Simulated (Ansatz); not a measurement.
Computed with Ansatz on PBE0-D4/def2-TZVP structures; ΔE is electronic, products minus reactants. CCSD(T)/CBS is the MP2 limit (def2-TZVPP, def2-QZVPP) plus CCSD(T) − MP2 in def2-TZVPP, frozen cores. This one scheme is used for every species. Functionals use def2-TZVPP. B3LYP here is the variant with VWN-RPA as its local correlation; programs differ in this. For Se outer-core shells are correlated without core-valence functions, which leaves a few kJ/mol of doubt a bond. Scalar relativity is left out up to krypton. One conformer a species, not always the lowest.

Reaction (ligand exchange at a P–Se bond): `C[Se]P` + `OB(F)F` → `FB(F)OP` + `C[SeH]`

`C[Se]P`:

Cartesian coordinates in Å:
```
C -0.473 1.119 0.808
Se -0.946 -0.635 0.095
P 0.994 -1.016 -0.984
H -0.287 1.820 -0.003
H 0.398 1.041 1.456
H -1.333 1.450 1.389
H 1.202 -2.346 -0.536
H 0.446 -1.433 -2.225
```

`OB(F)F`:

Cartesian coordinates in Å:
```
O -0.285 -0.287 0.933
B -0.119 0.034 -0.363
F -1.118 -0.133 -1.205
F 1.025 0.518 -0.832
H 0.497 -0.131 1.468
```

`FB(F)OP`:

```xyz
7

F     0.873   -0.613   -1.674
B    -0.249   -0.034   -1.273
F    -1.198    0.168   -2.166
O    -0.452    0.337    0.003
P     0.697    0.315    1.217
H    -0.162    0.846    2.214
H     0.490   -1.018    1.679
```

`C[SeH]`:

Z-matrix (Å, degrees):
```
C
Se 1 1.949
H 1 1.088 2 110.6
H 1 1.087 2 110.6 3 -123.3
H 1 1.089 2 106.0 3 118.4
H 2 1.468 1 95.4 3 61.7
```

CCSD(T)/CBS gives +12.4 kcal/mol.

**Question.** Another level gave +14.3 kcal/mol. Which?
A. BHLYP/def2-TZVPP
B. B3LYP-D4/def2-TZVPP
C. PBE-D4/def2-TZVPP
D. r2SCAN0/def2-TZVPP

**Answer.** C. PBE-D4 14.3, r2SCAN0 12.8, B3LYP-D4 11.2, BHLYP 9.4 kcal/mol.

**Question.** What do rigid-rotor, harmonic-oscillator terms from PBE0-D4/def2-TZVP frequencies (298.15 K, 1 bar) make of the CCSD(T)/CBS value? (Best estimate.)

**Answer.** Ansatz gave: ΔZPE = -2.0 kcal/mol, ΔH = +10.6 kcal/mol, ΔS = 11 J/(mol·K), ΔG = +9.8 kcal/mol. Modes under 50 cm⁻¹ make the entropy rough.

Largest T1 diagnostic among the species: 0.013.

From BLYP to BHLYP (50 % exact exchange), in def2-TZVPP and without D4, ΔE moves by −1.1 kcal/mol. In def2-TZVPP, CCSD(T) changes the Hartree–Fock value by +3.8 kcal/mol (the triples alone add +0.8 kcal/mol) and MP2 by +5.5 kcal/mol. The D4 term adds +0.8 kcal/mol with B3LYP and +0.4 kcal/mol with PBE0; it sums over pairs of atoms, weighted by their polarisabilities, and B3LYP, whose exchange is more repulsive, gets the larger term.
